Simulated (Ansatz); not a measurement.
`[SH][Ge]([Cl])([Cl])[Cl]` and `[Cl][Ge]([Cl])([Cl])[Br]` differ in one atom or group.

Ansatz, PBE0-D4/def2-TZVP geometries, multiplicity 1. Each molecule was computed in one conformer, which needn't be the lowest.

Scalar relativity is left out up to krypton. Spin–orbit coupling is left out; it splits and shifts lone-pair levels of the heavy atoms by tenths of an eV.

| property | `[SH][Ge]([Cl])([Cl])[Cl]` |
| --- | --- |
| HOMO–LUMO gap (PBE/def2-TZVPP) / eV | 4.13 |
| HOMO–LUMO gap (B3LYP/def2-TZVPP) / eV | 5.81 |
| HOMO energy (B3LYP/def2-TZVPP) / eV | -8.09 |
| size of the dipole moment (ωB97M-V/def2-TZVPP) / D | 1.43 |
| HOMO energy (PBE0/def2-TZVPP) / eV | -8.37 |
| HOMO–LUMO gap (ωB97M-V/def2-TZVPP) / eV | 10.64 |

Problem. Give the same properties after the change, and the shifts. (Best estimate.)

Solution. Ansatz gave: 
```json
{"property": "HOMO–LUMO gap (PBE/def2-TZVPP) / eV", "`[Cl][Ge]([Cl])([Cl])[Br]`": "4.49", "shift": "0.36"}
{"property": "HOMO–LUMO gap (B3LYP/def2-TZVPP) / eV", "`[Cl][Ge]([Cl])([Cl])[Br]`": "6.17", "shift": "0.36"}
{"property": "HOMO energy (B3LYP/def2-TZVPP) / eV", "`[Cl][Ge]([Cl])([Cl])[Br]`": "-8.89", "shift": "-0.80"}
{"property": "size of the dipole moment (ωB97M-V/def2-TZVPP) / D", "`[Cl][Ge]([Cl])([Cl])[Br]`": "0.30", "shift": "-1.13"}
{"property": "HOMO energy (PBE0/def2-TZVPP) / eV", "`[Cl][Ge]([Cl])([Cl])[Br]`": "-9.19", "shift": "-0.82"}
{"property": "HOMO–LUMO gap (ωB97M-V/def2-TZVPP) / eV", "`[Cl][Ge]([Cl])([Cl])[Br]`": "11.04", "shift": "0.40"}
```

With PBE0 the HOMO falls by 0.82 eV and the LUMO falls by 0.44 eV, so the gap widens by about 0.38 eV. PBE moves the HOMO by -0.76 eV and ωB97M-V by -0.84 eV. The zero-point energy changes by -22.4 kJ/mol with -3 modes. Dipoles are sizes alone; their direction can turn.

B3LYP here is the variant with VWN-RPA as its local correlation; programs differ in this.
